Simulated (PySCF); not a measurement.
Transoidal hexafluoroacetone imine, C₃HF₆N.
Geometry (GFN2-xTB, Å), atoms numbered from 1 in this order:
```
atom  x, y, z in Å
N1    -0.0435    1.4529   -0.9080
C2     0.0215    0.3974   -0.2562
C3     1.3844   -0.2589   -0.0374
F4     2.3547    0.4132   -0.6401
F5     1.6826   -0.3237    1.2635
F6     1.4005   -1.5079   -0.5111
C7    -1.1679   -0.3463    0.3810
F8    -1.3277   -1.5678   -0.1279
F9    -2.2971    0.3349    0.1469
F10   -1.0402   -0.4649    1.7022
H11   -0.9619    1.8737   -1.0388
```

Theory: TDDFT B3LYP/def2-SVPD, vertical, gas phase, core orbitals frozen in the response in PySCF 2.14.0, density-fitted response routines.

Frontier orbitals with the atoms that hold most of them (Löwdin shares over 4%, at most four atoms; ? is withheld):

```
orbital  ε (eV)                            atoms
 LUMO+2    0.88  C3 15%, F6 13%, F5 13%, F10 11%
 LUMO+1    0.16  H11 21%, F9 18%, C7 15%, C2 14%
   LUMO       ?                                ?
   HOMO   -9.01    N1 59%, C2 12%, H11 7%, C7 6%
 HOMO-1  -11.05                                ?
 HOMO-2  -11.85   F4 29%, C2 17%, F9 12%, N1 11%
 HOMO-3  -12.02           F4 35%, F5 30%, F6 30%
```

Question: Give the leading atoms of the LUMO.

Answer: N1 (bonded to C and H) 40%; C2 (bonded to 2 C and N) 35%; C7 (bonded to C and 3 F) 4%. By element: nitrogen 40%, carbon 39% or more.

Question: Which atoms hold the HOMO-1, and with what shares?

Answer: N1 (bonded to C and H) 45%; C2 (bonded to 2 C and N) 34%.

Question: What is the LUMO energy, and the HOMO–LUMO gap?

Answer: ε(LUMO) = -2.57 eV; the gap is 6.45 eV (0.2369 hartree).

Question: The HOMO–LUMO gap is 6.45 eV. Where does the response calculation put the lowest singlet, and from which orbitals?

Answer: S1 is at 4.82 eV (f = 0.0019), 1.63 eV below the gap, made of HOMO→LUMO (99%). Without the coupling terms of the response equations the lowest excitation would equal the gap.

Question: Give energy, strength and leading configuration of S1, S2, S3 and S5, and follow the Löwdin shares of the leading atoms from the occupied to the empty orbital.

Answer: 
- S1 (4.82 eV, f 0.0019), HOMO→LUMO (99%): N1 59% → 40%, C2 12% → 35%
- S2 (7.90 eV, f 0.0000), HOMO-2→LUMO (98%): F4 29% → at most 4%, C2 17% → 35%, N1 11% → 40%
- S3 (8.09 eV, f 0.015), HOMO→LUMO+1 (96%): N1 59% → at most 15%, C2 12% → 14%, H11 7% → 21%, F9 at most 6% → 18%
- S5 (8.49 eV, f 0.194), HOMO-1→LUMO (79%): N1 45% → 40%, C2 34% → 35%

Löwdin shares depend on the basis, the more so with diffuse functions.
